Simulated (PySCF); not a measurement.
## Telling isomers of C5H14OSi apart by NMR

PySCF 2.14.0 with density-fitted response routines calculation with σ from GIAO-PBE0/pcSseg-1 and structure optimised with GFN2-xTB; equivalent nuclei averaged, no relativistic terms, a single conformation, no solvent model.

Chemical shifts δ = σref − σ; ¹H, ¹³C vs TMS, all at this level. Where no couplings were computed, multiplicities follow the n + 1 count of equivalent neighbours, and m marks all less simple cases (inequivalent or close neighbours, rings, F or P nearby). Shifts are as computed. Against solution values, carbons near 30 ppm lie about +3 ppm off and those near 130 ppm about +5 ppm (rms about the fit 2.1 ppm; single classes can miss by 10 ppm). Of 1328 compounds with measured shifts, 309 miss one by over three times the rms of a fit or turn the order of signals round; such compounds aren't used in these exercises. Signals without a measured value on file couldn't be tested in this way; 1H shifts scatter by 0.2 ppm about their fit, and single ones miss by 0.5 ppm.

(1) Tabulate the signals of `CC(C)(C)CO[SiH3]`, `CCO[Si](C)(C)C` and their relative energies.

(2) What is the quickest way to tell CC(C)(C)CO[SiH3] from CCO[Si](C)(C)C?

Answers

(1) 
```json
{"SMILES": "CC(C)(C)CO[SiH3]", "carbon types": "1×C 1×CH2 3×CH3", "δC": "78.4, 35.7, 27.5", "δH": "4.94 (s, 3H), 3.39 (s, 2H), 0.97 (s, 9H)", "E rel. (kcal/mol)": "30.0"}
{"SMILES": "CCO[Si](C)(C)C", "carbon types": "1×CH2 4×CH3", "δC": "61.3, 20.8, -0.2", "δH": "3.83 (q, 2H), 1.29 (t, 3H), 0.04 (s, 9H)", "E rel. (kcal/mol)": "0.0"}
```

Energies are electronic energies at PBE0/pcSseg-1 on these geometries, without zero-point or thermal terms, each for the one conformer computed, which needn't be the lowest.

(2) Both give the same number of carbon signals, but DEPT or the intensities differ. The first has a quaternary sp3 carbon (C) at 35.7 ppm, the second a methyl carbon bonded to Si (CH3) at -0.2 ppm. Their most deshielded carbons lie at 78.4 and 61.3 ppm. In the proton spectra the most deshielded non-exchanging signals are 4.94 (s, 3H) and 3.83 (q, 2H).
